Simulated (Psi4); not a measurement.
**CH4BCl2N (SMILES CNB(Cl)Cl): the HOMO–LUMO gap, rung by rung**

CH4BCl2N has 9 atoms, charge 0, and is taken as a singlet. SMILES: `CNB(Cl)Cl`. Geometry: optimised at PBE0/def2-TZVP.

```xyz
9

C    -1.0071   -0.6283    0.3269
N     0.1127    0.2810    0.4029
B     1.0722    0.5431   -0.5584
Cl    1.0612   -0.2582   -2.1281
Cl    2.3490    1.7127   -0.2100
H    -1.9549   -0.0955    0.4419
H    -1.0073   -1.1227   -0.6426
H    -0.9445   -1.3946    1.1042
H     0.1937    0.7836    1.2730
```

Quantity: the HOMO–LUMO gap, in eV. The values are calculated.

```tsv
level	kind	program	value (eV)	CPU time
PBE-D4/def2-TZVPP (density fitting)	GGA	Psi4	5.88	1.7 min
r2SCAN-D4/def2-TZVPP (density fitting)	meta-GGA	Psi4	6.47	4.2 min
B3LYP-D4/def2-TZVPP (density fitting)	global hybrid	Psi4	7.76	78 s
PBE0-D4/def2-TZVPP (density fitting)	global hybrid	Psi4	8.20	83 s
wB97M-V/def2-TZVPP (density fitting)	range-separated hybrid	Psi4	12.35	4 min
```

The values span 5.88 to 12.35 eV. Orbital gaps aren't excitation energies; they tend to grow with the share of exact exchange. CPU times are rough (shared hosts, several kinds of processor and program).
